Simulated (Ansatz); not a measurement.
Start from `O[BH][GeH3]` and change one atom or group to get `[AlH2][BH][GeH3]`.

Ansatz, PBE0-D4/def2-TZVP geometries, multiplicity 1. Each molecule was computed in one conformer, which needn't be the lowest.

Scalar relativity is left out up to krypton.

```tsv
property	`O[BH][GeH3]`
HOMO energy (ωB97M-V/def2-TZVPP) / eV	-9.99
size of the dipole moment (ωB97M-V/def2-TZVPP) / D	2.33
LUMO energy (B3LYP/def2-TZVPP) / eV	-1.21
ideal-gas entropy at 298 K and 1 bar (rigid rotor, harmonic PBE0-D4/def2-TZVP) / J/(mol·K)	309
LUMO energy (PBE0/def2-TZVPP) / eV	-0.99
HOMO–LUMO gap (PBE/def2-TZVPP) / eV	4.64
```

What does the change do to each property? (Best estimate.)

Ansatz gave: 
| property | `[AlH2][BH][GeH3]` | shift |
| --- | --- | --- |
| HOMO energy (ωB97M-V/def2-TZVPP) / eV | -9.38 | 0.61 |
| size of the dipole moment (ωB97M-V/def2-TZVPP) / D | 0.64 | -1.69 |
| LUMO energy (B3LYP/def2-TZVPP) / eV | -2.91 | -1.70 |
| ideal-gas entropy at 298 K and 1 bar (rigid rotor, harmonic PBE0-D4/def2-TZVP) / J/(mol·K) | 351 | 42 |
| LUMO energy (PBE0/def2-TZVPP) / eV | -2.75 | -1.76 |
| HOMO–LUMO gap (PBE/def2-TZVPP) / eV | 2.52 | -2.12 |

With PBE0 the HOMO rises by 0.52 eV and the LUMO falls by 1.76 eV, so the gap narrows by about 2.28 eV. PBE moves the HOMO by 0.38 eV and ωB97M-V by 0.61 eV. The zero-point energy changes by -8.2 kJ/mol with +3 modes. Dipoles are sizes alone; their direction can turn. Modes under 60 cm⁻¹, often nearly free rotors, make the harmonic entropy too high.

B3LYP here is the variant with VWN-RPA as its local correlation; programs differ in this.
